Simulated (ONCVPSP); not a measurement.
## Transferability test, ONCV potential for scandium

| Item | Value |
| --- | --- |
| Element | Sc |
| Generator | ONCVPSP 4.0.1 |
| Type | optimised norm-conserving Vanderbilt (ONCV) |
| Functional | PBE |
| Relativity | scalar-relativistic |
| Frozen core | [Ne] |
| Valence charge | 11 |
| Reference configuration | 3s2 3p6 3d1 4s1.5 (charge +0.5) |
| Partial waves | 3s+4s: rc 1.60 bohr, ncon 3, nbas 6, qcut 7.2 1/bohr, 2 projectors; 3p: rc 1.05 bohr, ncon 4, nbas 7, qcut 9.2 1/bohr, 2 projectors, debl 1 Ha; 3d: rc 2.85 bohr, ncon 3, nbas 8, qcut 6.3 1/bohr, 2 projectors, debl 2.7 Ha |
| Local potential | polynomial inside 1.00 bohr (lpopt 1, dvloc0 6 Ha) |
| Core correction | none |

In the p channel the program set the typed energies aside and used -1.357, 0.250 Ha.

Energies are relative to the spin-unpolarised reference configuration 3s2 3p6 3d1 4s1.5; without spin polarisation the order of configurations can differ from experiment.

| valence configuration | charge | ΔE all-electron (eV) | error AE − PS (meV) |
| --- | --- | --- | --- |
| 3s2 3p6 3d1 4s2 | 0 | -2.754 | +0.1 |
| 3s2 3p6 3d1 4s1 | +1 | 4.143 | -0.6 |
| 3s2 3p6 3d1 4s0 | +2 | 16.910 | -11 |
| 3s2 3p6 3d1 4s0 4p2 | 0 | 2.920 | -1.1 |

Levels in the configuration 3s2 3p6 3d1 4s0:

| level | all-electron (eV) | pseudo (eV) |
| --- | --- | --- |
| 3s | -70.402 | -70.508 |
| 3p | -48.951 | -49.039 |
| 3d | -17.912 | -17.946 |
